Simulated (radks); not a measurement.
Species: O3+. Configuration: [He] 2s2 4d1 (not the ground configuration). Method: scalar-relativistic Kohn-Sham, LDA (Slater exchange, Perdew-Wang correlation), spin-polarised, spherical densities, point nucleus; open shells are filled with parallel spins first; computed with a radial shooting solver on a logarithmic mesh with Libxc functionals. Some entries of the table are withheld. Estimate them.

orbital  occ.  eigenvalue (hartree)  <1/r> (bohr^-1)  r(max) (bohr)
1s down     1                   (1)              (2)         0.1297
1s up       1                   (3)              (4)         0.1297
2s up       1              -3.50592            1.561         0.7859
2s down     1              -3.49599            1.564         0.7851
4d up       1              -0.47825           0.2747          4.878
4d down     0              -0.44663           0.2672          4.918

Answer. 
(1) 1s down eigenvalue (hartree): -22.38810
(2) 1s down <1/r> (bohr^-1): 7.616
(3) 1s up eigenvalue (hartree): -22.38810
(4) 1s up <1/r> (bohr^-1): 7.616
